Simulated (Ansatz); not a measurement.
Diatomic I2, closed-shell singlet (the spin of the measured ground state). No spin–orbit coupling.

D_e counts from the fitted minimum to each atom's lowest state at the same level, without counterpoise. The singlet is restricted.

Correlated levels freeze the inner cores; with def2 sets outer-core shells near the valence are correlated too. CBS(a, b) extrapolates the correlation energy as X⁻³ and adds the Hartree–Fock energy of set b.

Codes used: Ansatz (Gaussian basis) for Hartree–Fock, density functionals and correlated methods. Each number belongs to the level named beside it. In def2 rows elements past Kr take small-core potentials, without spin–orbit coupling.

```csv
level,bond energy D_e (eV)
PBE/def2-TZVPP,2.204
r2SCAN/def2-TZVPP,2.008
B3LYP/def2-TZVPP,1.867
CAM-B3LYP/def2-TZVPP,…
CCSD/def2-TZVPP,…
CCSD/def2-QZVPP,1.834
CCSD(T)/def2-TZVPP,1.815
CCSD(T)/def2-QZVPP,2.035
"CCSD(T)/CBS(def2-TZVPP, def2-QZVPP)",2.167
```

**Question.** Some entries are withheld; supply them.

**Answer.** 
- CAM-B3LYP/def2-TZVPP, bond energy D_e (eV): 1.765
- CCSD/def2-TZVPP, bond energy D_e (eV): 1.647

Ansatz is an electronic-structure program.
